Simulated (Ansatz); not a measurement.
Input file for Ansatz (an electronic-structure program): R-B3LYP/def2-TZVPPD on H2Se (SMILES [SeH2]) with ghost functions, monomers drawn apart or pushed together. Files ending in .json are basis or fitting sets from the Basis Set Exchange.

Ansatz 0.2 input:
```yaml
crystal:
  periodic: [false, false, false]
  atoms:
    - {symbol: Se, position_ang: [-0.04659200, -0.48115257, 2.97740658]}
    - {symbol: H, position_ang: [-1.49040111, -0.54972034, 2.71519125]}
    - {symbol: H, position_ang: [-0.27714454, 0.02769120, 4.33923782]}
basis:
  gaussian:
    orbitals: def2-TZVPPD.json
    ghost_atoms:
      - {symbol: As, position_ang: [-0.18873439, -0.11764323, -0.35513058]}
      - {symbol: H, position_ang: [-0.15343769, -0.09021150, -1.88060545]}
      - {symbol: H, position_ang: [1.30997495, 0.13332965, -0.25091682]}
      - {symbol: H, position_ang: [-0.50743476, 1.36942323, -0.26976997]}
hamiltonian:
  xc: {name: B3LYP}
scf: {lower_state_search: off}
```

Question: Predict the final total energy.

Answer: -2402.7911 hartree.
